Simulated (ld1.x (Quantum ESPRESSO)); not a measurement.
## Ranking ultrasoft potentials for neon (Ne)

All share these settings but for the change named:

Ne, ultrasoft, made with ld1.x (Quantum ESPRESSO) 7.5 (PBEsol, non-relativistic). Core [He], reference 2s2 2p5.5 (charge +0.5). Waves: 2s (bound): rcut 0.60, rcutus 0.80 bohr; 2s channel at -2.05 Ry: rcut 0.60, rcutus 0.80 bohr; 2p (bound): rcut 1.30, rcutus 1.65 bohr; 2p channel at 2.1 Ry: rcut 1.30, rcutus 1.65 bohr. Local part: all-electron potential smoothed inside 1.20 bohr (lloc = -1). Core correction: a·sin(br)/r model core inside 0.75 bohr. Augmentation charge: PSQ, radius 0.70 bohr.

Test errors are all-electron minus pseudo excitation energies from the reference, over 2s2 2p6; 2s2 2p5; 2s2 2p4; 2s2 2p3; 2s1 2p6; 2s2 2p2. None of these files shows a bound ghost.

The base gives 278.8 meV.

Of 10 variants that were run, those that failed, showed a ghost or another fault, or gave nearly equal values are left out.

**Question.** Rank these variants by their largest absolute test error, smallest first.
A. waves 2p (bound): rcut 1.30, rcutus 1.90 bohr; 2p channel at 2.1 Ry: rcut 1.30, rcutus 1.90 bohr
B. waves 2p (bound): rcut 0.96, rcutus 1.02 bohr; 2p channel at 2.1 Ry: rcut 0.96, rcutus 1.02 bohr
C. waves 2p (bound): rcut 1.30, rcutus 2.02 bohr; 2p channel at 2.1 Ry: rcut 1.30, rcutus 2.02 bohr
D. waves 2p (bound): rcut 1.30, rcutus 1.68 bohr; 2p channel at 2.1 Ry: rcut 1.30, rcutus 1.68 bohr

**Answer.** B (179.6 meV), D (218.7 meV), A (348.3 meV), C (451.4 meV).
